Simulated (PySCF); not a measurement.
How methods differ on the excitation energy of Hf

Hf [Xe] 4f14 5d2 6s2 (3F) → Hf [Xe] 4f14 5d1 6s2 6p1 (high-spin determinant), as a difference of total energies. All numbers are calculated (PySCF 2.14, a scalar-relativistic core potential, in def2-QZVPPD with the def2 core potential (60 electrons)). Correlated levels: valence and next inner shell: nothing frozen outside the core potential. The calculations carry no spin-orbit coupling.

```csv
method,excitation energy (eV)
UHF,1.670
MP2 (valence and next inner shell),2.038
SCS-MP2 (valence and next inner shell),1.965
CCSD (valence and next inner shell),1.806
CCSD(T) (valence and next inner shell),1.749
```

How much does correlation contribute at CCSD(T) (valence and next inner shell)?

1.749 − (1.670) = 0.079 eV, measured against UHF.

The coupled-cluster amplitudes are large for the upper state (T1 above 0.03 or a double amplitude above 0.15), so a single reference is strained.

The determinant of the upper state mixes LS terms, which raises its energy above the lowest term, most at the Hartree-Fock and MP2 levels.
